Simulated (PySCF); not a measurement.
C₂H₆BeFN, SMILES [N](C)([Be][F])C. Geometry: PBE-D3(BJ)/def2-SVP. The structure was generated by enumeration; whether it is a known compound was not checked. Other conformers were not sampled.

Level of theory: PySCF 2.14.0 with PBE-D3(BJ)/def2-SVP.

Harmonic wavenumbers (cm⁻¹): 107, 152, 238, 257, 335, 373, 437, 590, 981, 1054, 1068, 1128, 1196, 1213, 1381, 1394, 1400, 1408, 1430, 1436, 1579, 2886, 2892, 2933, 2944, 3030, 3030. Rotational constants (GHz): 9.345, 2.777, 2.201; symmetry number 2.

Question: Work out the zero-point energy and the ideal-gas rigid-rotor harmonic-oscillator thermochemistry at 298.15 K and 1 atm.

Answer: ZPE = ½ Σ hcν = ½ × 36872 cm⁻¹ = 52.71 kcal/mol. H − E(el) = 57.40 kcal/mol. Entropy in cal/(mol K): translation 38.74, rotation 24.76, vibration 13.57, total 77.07. G − E(el) = 34.42 kcal/mol. Cp = 23.27 cal/(mol K). Modes under 150 cm⁻¹ make the vibrational entropy uncertain.
